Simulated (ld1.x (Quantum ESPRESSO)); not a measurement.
# Building the TM potential for Bi (Z = 83) (BP86, scalar-relativistic).

The input file (ld1.x (Quantum ESPRESSO) 7.5):

```
&input
   title='Bi', zed=83., rel=1, dft='BP', iswitch=3,
   config='[Xe] 4f14 5d10 6s1.75 6p3.25',
   nld=2, rlderiv=2.30, eminld=-3.0, emaxld=5.0, deld=0.02
 /
 &inputp
   pseudotype=2, tm=.true., lloc=-1, rcloc=1.80,
   nlcc=.true.,
   file_pseudopw='Bi.UPF', file_wfcaegen='ae.wfc', file_wfcncgen='nc.wfc', file_beta='beta', file_chi='chi'
 /
2
6S  1  0   1.75   0.00  1.75  1.75  0.0
6P  2  1   3.25   0.00  2.10  2.10  0.0
 &test
   configts(1)='6s1.75 6p3.25'
 /
```

Command:

```bash
ld1.x < Bi.in > Bi.out
```

The program printed (shortened: banner, matrices, multipoles, cross overlaps and the repeated all-electron block are left out):

```
Program LD1 v.7.5
     --------------------------- All-electron run ----------------------------

     Bi
     scalar relativistic calculation

     atomic number is 83.00
     dft =BP   lsd =0 sic =0 latt =0  beta=0.20 tr2=1.0E-14
     Exchange-correlation= BP
                           (   1   1   1   1   0   0   0)
     mesh =1283 r(mesh) = 100.09897 a.u. xmin = -7.00 dx = 0.01250
     1 Ry =  13.60569312 eV, c = 137.03599908

     n l     nl                  e(Ry)          e(Ha)          e(eV)
     1 0     1S 1( 2.00)     -6666.3060     -3333.1530    -90699.7133
     2 0     2S 1( 2.00)     -1197.7462      -598.8731    -16296.1671
     2 1     2P 1( 6.00)     -1024.3327      -512.1663    -13936.7562
     3 0     3S 1( 2.00)      -289.1601      -144.5800     -3934.2235
     3 1     3P 1( 6.00)      -239.6295      -119.8148     -3260.3260
     4 0     4S 1( 2.00)       -66.4020       -33.2010      -903.4449
     4 1     4P 1( 6.00)       -50.1780       -25.0890      -682.7066
     3 2     3D 1(10.00)      -189.9429       -94.9715     -2584.3053
     5 0     5S 1( 2.00)       -11.6419        -5.8209      -158.3961
     5 1     5P 1( 6.00)        -7.0862        -3.5431       -96.4129
     4 2     4D 1(10.00)       -31.6529       -15.8264      -430.6591
     4 3     4F 1(14.00)       -11.2601        -5.6301      -153.2019
     5 2     5D 1(10.00)        -2.0273        -1.0136       -27.5828
     6 0     6S 1( 1.75)        -1.0950        -0.5475       -14.8982
     6 1     6P 1( 3.25)        -0.3594        -0.1797        -4.8896

     final scf error:  4.4E-15 reached in  27 iterations

     Etot =  -43066.122260 Ry,  -21533.061130 Ha, -585944.443460 eV

     Ekin =   48869.698936 Ry,   24434.849468 Ha,  664906.126738 eV
     Encl = -107665.123987 Ry,  -53832.561994 Ha,-1464858.637018 eV
     Eh   =   16523.098647 Ry,    8261.549323 Ha,  224808.209626 eV
     Exc  =    -793.795855 Ry,    -396.897928 Ha,  -10800.142806 eV

     normalization and overlap integrals

     s(1S/1S) =  1.000000  <r> =   0.0158  <r2> =    0.0003  r(max) =   0.0096
     s(2S/2S) =  1.000000  <r> =   0.0665  <r2> =    0.0052  r(max) =   0.0561
     s(2P/2P) =  1.000000  <r> =   0.0605  <r2> =    0.0045  r(max) =   0.0471
     s(3S/3S) =  1.000000  <r> =   0.1715  <r2> =    0.0337  r(max) =   0.1582
     s(3P/3P) =  1.000000  <r> =   0.1737  <r2> =    0.0350  r(max) =   0.1582
     s(4S/4S) =  1.000000  <r> =   0.3770  <r2> =    0.1603  r(max) =   0.3565
     s(4P/4P) =  1.000000  <r> =   0.4026  <r2> =    0.1841  r(max) =   0.3748
     s(3D/3D) =  1.000000  <r> =   0.1575  <r2> =    0.0290  r(max) =   0.1295
     s(5S/5S) =  1.000000  <r> =   0.8305  <r2> =    0.7725  r(max) =   0.7739
     s(5P/5P) =  1.000000  <r> =   0.9478  <r2> =    1.0123  r(max) =   0.8553
     s(4D/4D) =  1.000000  <r> =   0.4225  <r2> =    0.2059  r(max) =   0.3795
     s(4F/4F) =  1.000000  <r> =   0.4410  <r2> =    0.2321  r(max) =   0.3434
     s(5D/5D) =  1.000000  <r> =   1.2337  <r2> =    1.7630  r(max) =   1.0316
     s(6S/6S) =  1.000000  <r> =   2.1650  <r2> =    5.3083  r(max) =   1.8564
     s(6P/6P) =  1.000000  <r> =   3.0239  <r2> =   10.5776  r(max) =   2.4441

     ------------------------ End of All-electron run ------------------------

     --------------------- Generating NC pseudopotential ---------------------

      Generating local potential from pseudized AE potential:
      Matching radius rcloc =   1.8000

      Local pseudo, rcloc= 1.788 Estimated cut-off energy=     7.87 Ry

      Computing core charge for nlcc:

       r > 1.77 : true rho core
       r < 1.77 : rho core = a sin(br)/r    a=   4.81  b=   1.52

      Integrated core pseudo-charge :   7.30

      Wfc   6S  rcut= 1.744  Using Troullier-Martins method

      Wfc   6P  rcut= 2.077  Using Troullier-Martins method

     ------------------- End of pseudopotential generation -------------------

     Computing logarithmic derivative in   2.31042
     Computing logarithmic derivative in   2.31042
     Computing the partial wave expansion
     R is outside the sphere for l=    0 j= 0.00
     R is outside the sphere for l=    1 j= 0.00

     ---------------------- Testing the pseudopotential ----------------------

     Bi
     scalar relativistic calculation

     atomic number is 83.00   valence charge is  5.00
     dft =BP   lsd =0 sic =0 latt =0  beta=0.20 tr2=1.0E-14
     mesh =1283 r(mesh) = 100.09897 xmin = -7.00 dx = 0.01250

     n l     nl             e AE (Ry)        e PS (Ry)    De AE-PS (Ry)
     1 0     6S   1( 1.75)       -1.09500       -1.09500        0.00000
     2 1     6P   1( 3.25)       -0.35938       -0.35938       -0.00000

     eps = 2.8E-16  iter =  5

     Etot =  -43066.122260 Ry,  -21533.061130 Ha, -585944.443460 eV
     Etotps =   -18.500054 Ry,      -9.250027 Ha,    -251.706054 eV

     Ekin =       3.171189 Ry,       1.585595 Ha,      43.146228 eV
     Encl =     -22.178212 Ry,     -11.089106 Ha,    -301.749948 eV
     Ehrt =       8.304145 Ry,       4.152073 Ha,     112.983654 eV
     Ecxc =     -10.983940 Ry,      -5.491970 Ha,    -149.444121 eV
     (Ecc =      -7.574414 Ry,      -3.787207 Ha,    -103.055146 eV)
     Epseu=       3.186764 Ry,       1.593382 Ha,      43.358133 eV

     ---------------------- End of pseudopotential test ----------------------
```

Note: ghost states, extra bound levels that the all-electron valence spectrum of the same l lacks: s at -51.7 eV, d at -9.0 eV. A true bound ghost makes a file unfit for plane-wave use.

Generation and configuration tests took about 1.2 s on one core of a shared server CPU.
